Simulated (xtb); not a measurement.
BiCl₃, septet, geometry from GFN2-xTB of the parent state (such geometries of metal compounds can be far from the true shape) (a higher spin typed on purpose: for a closed-shell molecule this is an excited state); GFN1-xTB in xtb.

The xtb input:
```
$ xtb mol.xyz --gfn 1 --chrg 0 --uhf 6 --json

# file mol.xyz
4

Bi    -0.26923183     0.28442521     0.37204581
Cl    -0.37420502    -2.63028886     0.22308225
Cl     0.69551260     2.34349544    -0.66197437
Cl     0.99317725    -1.10187085    -1.37756686
```

The log (banner, timings and long lists left out):

```
   ID    Z sym.   atoms
    1   83 Bi     1
    2   17 Cl     2-4

           -------------------------------------------------
          |                Calculation Setup                |
           -------------------------------------------------

           -------------------------------------------------
          |                 G F N 1 - x T B                 |
           -------------------------------------------------

          ...................................................
          :                      SETUP                      :
          :.................................................:
          :  # basis functions                  34          :
          :  # atomic orbitals                  31          :
          :  # shells                           11          :
          :  # electrons                        26          :
          :  # halogen bonds                     0          :
          :  max. iterations                   250          :
          :  Hamiltonian                  GFN1-xTB          :
          :  restarted?                      false          :
          :  GBSA solvation                  false          :
          :  PC potential                    false          :
          :  electronic temp.          300.0000000     K    :
          :  accuracy                    1.0000000          :
          :  -> integral cutoff          0.2500000E+02      :
          :  -> integral neglect         0.1000000E-07      :
          :  -> SCF convergence          0.1000000E-05 Eh   :
          :  -> wf. convergence          0.2000000E-04 e    :
          :  Broyden damping             0.4000000          :
          :  net charge                          0          :
          :  unpaired electrons                  6          :
          ...................................................

 iter      E             dE          RMSdq      gap      omega  full diag
   1    -14.3199347 -0.143199E+02  0.577E+00    4.42       0.0  T
   2    -13.6019569  0.717978E+00  0.132E+01    1.16       1.0  T
   3    -14.4164750 -0.814518E+00  0.349E+00    2.70       1.0  T
   4    -14.4218499 -0.537492E-02  0.254E+00    2.74       1.0  T
   5    -14.4328916 -0.110417E-01  0.136E+00    2.69       1.0  T
   6    -14.4329729 -0.812272E-04  0.137E+00    2.66       1.0  T
   7    -14.4303993  0.257355E-02  0.160E+00    2.80       1.0  T
   8    -14.4380680 -0.766867E-02  0.580E-01    2.76       1.0  T
   9    -14.4391090 -0.104098E-02  0.182E-01    2.76       1.0  T
  10    -14.4392236 -0.114617E-03  0.199E-02    2.75       2.5  T
  11    -14.4392230  0.567417E-06  0.223E-02    2.75       2.2  T
  12    -14.4392245 -0.153200E-05  0.376E-03    2.75      13.3  T
  13    -14.4392246 -0.435486E-07  0.539E-04    2.75      92.8  T
  14    -14.4392246  0.156101E-09  0.424E-04    2.75     117.8  T
  15    -14.4392246 -0.621803E-09  0.443E-05    2.75    1127.4  T
  16    -14.4392246 -0.662936E-11  0.798E-06    2.75    6265.6  T

   *** convergence criteria satisfied after 16 iterations ***

         :::::::::::::::::::::::::::::::::::::::::::::::::::::
         ::                     SUMMARY                     ::
         :::::::::::::::::::::::::::::::::::::::::::::::::::::
         :: total energy             -14.439387247217 Eh    ::
         :: gradient norm              0.244757488980 Eh/a0 ::
         :: HOMO-LUMO gap              2.752437160401 eV    ::
         ::.................................................::
         :: SCC energy               -14.439224581315 Eh    ::
         :: -> electrostatic           0.002689339068 Eh    ::
         :: repulsion energy           0.001939595129 Eh    ::
         :: dispersion energy         -0.002102261030 Eh    ::
         :: halogen bond corr.         0.000000000000 Eh    ::
         :: add. restraining           0.000000000000 Eh    ::
         :: total charge              -0.000000000000 e     ::
         :::::::::::::::::::::::::::::::::::::::::::::::::::::

           -------------------------------------------------
          |                Property Printout                |
           -------------------------------------------------

    * Orbital Energies and Occupations

         #    Occupation            Energy/Eh            Energy/eV
      -------------------------------------------------------------
         1        2.0000           -0.8937579             -24.3204
       ...           ...                  ...                  ...
         4        2.0000           -0.7125400             -19.3892
         5        2.0000           -0.5031693             -13.6919
         6        2.0000           -0.4763346             -12.9617
         7        2.0000           -0.4720403             -12.8449
         8        2.0000           -0.4636887             -12.6176
         9        1.9988           -0.4589418             -12.4884
        10        1.6394           -0.4530984             -12.3294
        11        1.3540           -0.4519826             -12.2991
        12        1.0078           -0.4479471             -12.1893
        13        1.0000           -0.4082430             -11.1089
        14        1.0000           -0.2442230              -6.6456
        15        1.0000           -0.1602847              -4.3616
        16        1.0000           -0.1324021              -3.6028 (HOMO)
        17                         -0.0312519              -0.8504 (LUMO)
        18                         -0.0297914              -0.8107
        19                         -0.0274152              -0.7460
        20                         -0.0251018              -0.6831
        21                         -0.0231777              -0.6307
        22                         -0.0224475              -0.6108
        23                         -0.0187560              -0.5104
        24                         -0.0186648              -0.5079
        25                         -0.0169429              -0.4610
        26                         -0.0166810              -0.4539
        27                         -0.0154337              -0.4200
       ...                                ...                  ...
        31                          0.0487331               1.3261
      -------------------------------------------------------------
                  HL-Gap            0.1011502 Eh            2.7524 eV
             Fermi-level           -0.2671905 Eh           -7.2706 eV

  Mulliken/CM5 charges         n(s)   n(p)   n(d)
     1Bi    0.08444  0.12402   1.973  2.943  0.000
     2Cl   -0.02559 -0.03191   1.998  4.948  0.080
     3Cl   -0.04629 -0.06429   1.992  4.909  0.145
     4Cl   -0.01256 -0.02782   1.994  4.907  0.112

Wiberg/Mayer (AO) data.
largest (>0.10) Wiberg bond orders for each atom

 ---------------------------------------------------------------------------
     #   Z sym  total        # sym  WBO       # sym  WBO       # sym  WBO
 ---------------------------------------------------------------------------
     1  83 Bi   0.905 --     3 Cl   0.384     4 Cl   0.296     2 Cl   0.225
     2  17 Cl   1.131 --     4 Cl   0.575     3 Cl   0.331     1 Bi   0.225
     3  17 Cl   0.905 --     1 Bi   0.384     2 Cl   0.331     4 Cl   0.190
     4  17 Cl   1.062 --     2 Cl   0.575     1 Bi   0.296     3 Cl   0.190
 ---------------------------------------------------------------------------

Topologies differ in total number of bonds
Writing topology from bond orders to xtbtopo.mol

 dipole moment from electron density (au)
     X       Y       Z
  -0.2061   0.0027   0.2639  total (Debye):    0.851

           -------------------------------------------------
          | TOTAL ENERGY              -14.439387247217 Eh   |
          | GRADIENT NORM               0.244757488980 Eh/α |
          | HOMO-LUMO GAP               2.752437160401 eV   |
           -------------------------------------------------

normal termination of xtb
```
